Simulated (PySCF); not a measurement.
Isomers of C4H11F2NSi2, mass 167.040 u with the commonest isotopes. The calculation used PBE0/pcSseg-1 in PySCF (dipole) on a GFN2-xTB geometry, gas phase. One conformer each, none proved a minimum here; rigid rotors.

Task: Order these by rotational constant C, smallest first.
A. `[F:1][CH2:2][C:3]1([Si@@H:4]([F:5])[NH:6][SiH3:7])[CH2:8][CH2:9]1` with F1–C2–C3–Si4 -56°, C2–C3–Si4–F5 -127°, C3–Si4–N6–Si7 -158°
B. `[NH2:1][SiH2:2][SiH2:3][C:4]([F:5])([F:6])[CH:7]1[CH2:8][CH2:9]1` with H–N1–Si2–Si3 -54° and 168°, N1–Si2–Si3–C4 145°, Si2–Si3–C4–F5 45°, Si3–C4–C7–C8 -54°
C. `[F:1][CH2:2][SiH2:3][NH:4][Si@@H:5]([F:6])[CH:7]1[CH2:8][CH2:9]1` with F1–C2–Si3–N4 49°, C2–Si3–N4–Si5 165°, Si3–N4–Si5–F6 30°, N4–Si5–C7–C8 170°
D. `[CH2:1]=[CH:2][CH2:3][C:4]([F:5])([F:6])[SiH2:7][SiH2:8][NH2:9]` with C1–C2–C3–C4 -121°, C2–C3–C4–F5 -68°, C3–C4–Si7–Si8 171°, C4–Si7–Si8–N9 -174°, Si7–Si8–N9–H -170° and 52°

Result: C (436.2 MHz), D (517.2 MHz), B (565.3 MHz), A (579.9 MHz).

Task: Order these by rotational constant B, smallest first.
A. `[F:1][CH2:2][C:3]1([Si@@H:4]([F:5])[NH:6][SiH3:7])[CH2:8][CH2:9]1` with F1–C2–C3–Si4 -56°, C2–C3–Si4–F5 -127°, C3–Si4–N6–Si7 -158°
B. `[NH2:1][SiH2:2][SiH2:3][C:4]([F:5])([F:6])[CH:7]1[CH2:8][CH2:9]1` with H–N1–Si2–Si3 -54° and 168°, N1–Si2–Si3–C4 145°, Si2–Si3–C4–F5 45°, Si3–C4–C7–C8 -54°
C. `[F:1][CH2:2][SiH2:3][NH:4][Si@@H:5]([F:6])[CH:7]1[CH2:8][CH2:9]1` with F1–C2–Si3–N4 49°, C2–Si3–N4–Si5 165°, Si3–N4–Si5–F6 30°, N4–Si5–C7–C8 170°
D. `[CH2:1]=[C:2]([CH3:3])[C:4]([F:5])([F:6])[SiH2:7][SiH2:8][NH2:9]` with C1–C2–C4–F5 25°, C2–C4–Si7–Si8 179°, C4–Si7–Si8–N9 180°, Si7–Si8–N9–H -170° and 52°

Result: C (514.8 MHz), D (580.7 MHz), B (606.5 MHz), A (756.7 MHz).

Task: Order these by radius of gyration √(Σ m r²/M), smallest first.
A. `[F:1][CH2:2][C:3]1([Si@@H:4]([F:5])[NH:6][SiH3:7])[CH2:8][CH2:9]1` with F1–C2–C3–Si4 -56°, C2–C3–Si4–F5 -127°, C3–Si4–N6–Si7 -158°
B. `[F:1][CH2:2][SiH2:3][NH:4][Si@@H:5]([F:6])[CH:7]1[CH2:8][CH2:9]1` with F1–C2–Si3–N4 49°, C2–Si3–N4–Si5 165°, Si3–N4–Si5–F6 30°, N4–Si5–C7–C8 170°
C. `[CH2:1]=[CH:2][CH2:3][C:4]([F:5])([F:6])[SiH2:7][SiH2:8][NH2:9]` with C1–C2–C3–C4 -121°, C2–C3–C4–F5 -68°, C3–C4–Si7–Si8 171°, C4–Si7–Si8–N9 -174°, Si7–Si8–N9–H -170° and 52°
D. `[NH2:1][SiH2:2][SiH2:3][C:4]([F:5])([F:6])[CH:7]1[CH2:8][CH2:9]1` with H–N1–Si2–Si3 -54° and 168°, N1–Si2–Si3–C4 145°, Si2–Si3–C4–F5 45°, Si3–C4–C7–C8 -54°

Result: A (2.340 Å), D (2.415 Å), C (2.492 Å), B (2.668 Å).

```tsv
SMILES	point group	Ia (u·Å²)	Ib (u·Å²)	Ic (u·Å²)	κ	μa (D)	μb (D)	μc (D)
N[SiH2][SiH2]C(F)(F)C1CC1	C1	221.37	833.22	894.06	-0.95	0.42	1.67	0.59
C=C(C)C(F)(F)[SiH2][SiH2]N	C1	217.78	870.30	892.39	-0.98	1.10	1.76	1.31
C=CCC(F)(F)[SiH2][SiH2]N	C1	260.53	837.49	977.09	-0.88	0.73	2.02	1.16
FC[SiH2]N[Si@@H](F)C1CC1	C1	237.69	981.63	1158.59	-0.91	0.24	1.18	1.15
FCC1([Si@@H](F)N[SiH3])CC1	C1	289.32	667.85	871.55	-0.70	1.24	0.73	0.52
```
